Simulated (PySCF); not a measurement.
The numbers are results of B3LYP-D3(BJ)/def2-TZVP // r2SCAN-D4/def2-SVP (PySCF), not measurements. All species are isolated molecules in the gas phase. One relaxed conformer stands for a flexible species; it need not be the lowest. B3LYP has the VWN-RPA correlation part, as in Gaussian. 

Reference species: [Co(H2O)6]3+ (near-degenerate singlet) (charge +3, multiplicity 1).

The coordination number comes out as 6 and the mean distance from the central atom to its bonded neighbours is 1.923 Å. The HOMO–LUMO gap is 5.40 eV and the charge on the central atom (Mulliken) comes out as 0.52 e.

Changed species: [Co(H2O)4(NH3)2]3+ (lower singlet) (2 of 6 H2O replaced by NH3, multiplicity 1; the reference has 0 of 6 H2O replaced by NH3, multiplicity 1).

### Question
Give the shifts of the coordination number, mean distance from the central atom to its bonded neighbours, HOMO–LUMO gap and charge on the central atom (Mulliken).

### Answer
the coordination number is nearly the same; the mean distance from the central atom to its bonded neighbours increases by 0.025 Å, to 1.948 Å; the HOMO–LUMO gap stays essentially unchanged; the charge on the central atom (Mulliken) falls by 0.09 e, to 0.43 e.
